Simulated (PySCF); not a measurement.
Electron correlation in Ca (calcium, neutral)

[Ar] 4p2, high-spin 3P determinant (an excited configuration). Computed with PySCF 2.14 in x2c-TZVPPall, with scalar relativity by spin-free X2C-1e. Frozen: [Ar]; 2 electrons correlated.

With two correlated electrons CCSD is exact within the correlated space (frozen core and kept virtual orbitals).

| level | correlation energy (mhartree) |
| --- | --- |
| CCSD | -11.32 |

Diagnostics: T1 = 0.017, D1 = 0.0236, largest double amplitude 0.266.

A double-excitation amplitude exceeds 0.15, a sign of near-degeneracy.

Cost of the coupled-cluster step: roughly 0.15 core-seconds, for 2 correlated electrons.
